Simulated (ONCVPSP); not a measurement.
Before and after: ONCV potential for sulfur

```
Element                 : sulfur
Generator               : ONCVPSP 4.0.1
Type                    : optimised norm-conserving Vanderbilt (ONCV)
Functional              : LDA (Perdew-Wang 92)
Relativity              : scalar-relativistic
Frozen core             : [Ne]
Valence charge          : 6
Reference configuration : 3s2 3p3 (charge +1)
Partial waves           : 3s: rc 1.25 bohr, ncon 3, nbas 7, qcut 5.8 1/bohr, local; 3p: rc 1.70 bohr, ncon 4, nbas 7, qcut 4.4 1/bohr, 1 projector
Local potential         : the s channel
Core correction         : none
```

Change: s: nproj 1; local potential polynomial inside 1.20 bohr (lpopt 3, dvloc0 2 Ha).

Cutoffs: the cutoffs (Ha) at which the residual kinetic energy of the hardest occupied pseudo-wave falls to 1 and 0.1 mHa per electron; they do not see the model core or the augmentation charge, which bear on the density cutoff. Errors are all-electron minus pseudo energies relative to the spin-unpolarised reference configuration.

Q: What does the change do?

A: The potential gets neither clearly harder nor softer (13 Ha and 23 Ha → 13 Ha and 23 Ha); the errors of the 4 common tests hardly move; the range in which the s phases agree narrows (upper end 4.7 → 1.5); neither file shows a bound ghost.

| quantity | base | changed |
| --- | --- | --- |
| cutoff, loose | 13 Ha | 13 Ha |
| cutoff, tight | 23 Ha | 23 Ha |
| bound ghosts | none | none |
| GHOST(+) flags under 300 eV | none | none |
| error for 3s2 3p4, meV [ΔE -11.86 eV] | +5.6 | +6.4 |
| error for 3s2 3p2, meV [ΔE 22.37 eV] | +12 | +13 |
| error for 3s2 3p1, meV [ΔE 56.52 eV] | +76 | +84 |
| error for 3s0 3p6, meV [ΔE 8.75 eV] | +11 | +10.0 |
| s: phases at 1.27 bohr within 0.05 rad from the reference energy up to (Ha; the scan ends near 5) | 4.7 | 1.5 |
| p: phases at 1.72 bohr within 0.05 rad from the reference energy up to (Ha; the scan ends near 5) | 2.2 | 2.0 |
